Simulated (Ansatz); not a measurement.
```xyz
3

C     0.0569    0.0799   -0.5535
F     0.0648    0.9266    0.2763
F     0.0130   -1.0848    0.2738
```

Basis set: STO-3G (spherical functions). Frozen core: 3 orbitals. Charge 0, multiplicity 1.

Computed with Ansatz (development build ahead of 0.2.0); each method stands on the lowest determinant of its kind that the runs found. Restricted open shells among the atoms or ions are ROHF, correlated in semicanonical orbitals with singles.

(1) Give the atomization energy at this shape (free ground-state atoms in the same class of orbitals less the molecule, no zero-point energy) of singlet CF2 by RHF-MP2, RHF.

## Answers

(1)

```csv
method,atomization energy
RHF-MP2,173.06 kcal/mol
RHF,123.12 kcal/mol
```

Caution: stretched shape with no unrestricted run beside it, a lower state can exist. Caution for RHF-MP2: bonds are stretched, where a single reference can fail.

This basis has no polarisation functions and is too small for such energies, which can lie far from measured ones in either direction.
